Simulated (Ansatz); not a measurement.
Molecule: sum formula BNH5 (charge 0, doublet). It need not be the lowest isomer of its formula. 
Coordinates optimised at B3LYP-D3(BJ)/def2-TZVP (Ansatz, a quantum-chemistry and plane-wave program):
```
N
H 1 1.0160
H 1 1.0160 2 107.50
H 1 1.0259 2 107.16 3 114.90
B 1 1.6174 2 110.12 3 -119.97
H 5 1.1945 1 110.53 2 -50.11
H 5 1.1945 6 124.23 1 135.06
```
Charge 0, spin multiplicity 2.

Quantity: atomisation energy (electronic, to ground-state atoms), in eV. Valence correlation only, unless marked. Open shells are spin-unrestricted. No spin-orbit coupling. No relativistic terms. The coupled-cluster limit lacks core correlation, which all-electron functionals hold. Basis-set limits of correlation are two-point, X^-3; Hartree-Fock from the larger set. The bracket is a focal-point correction in the basis named.

```json
[
 {"level": "HF/6-31G*", "program": "Ansatz", "atomisation energy (eV)": "15.60"},
 {"level": "B97M-V/def2-TZVPD", "program": "Ansatz", "atomisation energy (eV)": "21.85"},
 {"level": "B3LYP-D4/def2-TZVPD", "program": "Ansatz + dftd4", "atomisation energy (eV)": "22.09"},
 {"level": "PBE0/6-31G*", "program": "Ansatz", "atomisation energy (eV)": "21.64"}
]
```

Q: Estimate the value at RI-MP2/CBS(aug-cc-pVTZ,aug-cc-pVQZ)+[CCSD(T)-MP2]/aug-cc-pVTZ as computed with Ansatz.

A: 21.83 eV
